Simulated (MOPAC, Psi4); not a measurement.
Conformational energy of C₁₀H₆S₂Se, SMILES c1[se]c(cc1)-c1cc2sccc2s1. Scanned: dihedral Se3–C4–C5–S12; all other coordinates were relaxed at GFN2-xTB. Points at φ and −φ are mirror images. Heavy atoms are numbered in the order of the SMILES c1c[se]c(-c2cc3sccc3s2)c1, hydrogens after them in the order of the atoms that carry them; the mirror image has the same energies with the sign of each dihedral reversed.

Methods: PBE/def2-SVP // GFN2-xTB (Psi4); PM6, restricted, heats of formation // GFN2-xTB (MOPAC); PBE-D3(BJ)/def2-SVP // GFN2-xTB (Psi4).

Energies relative to the lowest point of each profile, in kcal/mol:

```json
[
 {"φ / °": "-140", "PBE/def2-SVP": "0.5", "PM6": "0.1"},
 {"φ / °": "-120", "PBE/def2-SVP": "1.6", "PM6": "0.0"},
 {"φ / °": "-100", "PBE/def2-SVP": "3.1", "PM6": "0.1"},
 {"φ / °": "-80", "PBE/def2-SVP": "3.1", "PM6": "0.9"},
 {"φ / °": "-60", "PBE/def2-SVP": "1.7", "PM6": "2.4"},
 {"φ / °": "-40", "PBE/def2-SVP": "0.7", "PM6": "4.3"},
 {"φ / °": "-20", "PBE/def2-SVP": "0.6", "PM6": "6.4"},
 {"φ / °": "0", "PBE/def2-SVP": "0.8", "PM6": "7.3"},
 {"φ / °": "20", "PBE/def2-SVP": "0.6", "PM6": "6.4"},
 {"φ / °": "100", "PBE/def2-SVP": "3.1", "PM6": "0.1"},
 {"φ / °": "120", "PBE/def2-SVP": "1.6", "PM6": "0.0"},
 {"φ / °": "180", "PBE/def2-SVP": "0.0", "PM6": "0.6"}
]
```

Estimate the PBE-D3(BJ)/def2-SVP values at these points.

-140: 0.5; -120: 1.7; -100: 3.2; -80: 3.3; -60: 1.9; -40: 0.7; -20: 0.6; 0: 0.8; 20: 0.6; 100: 3.2; 120: 1.7; 180: 0.0 (kcal/mol).
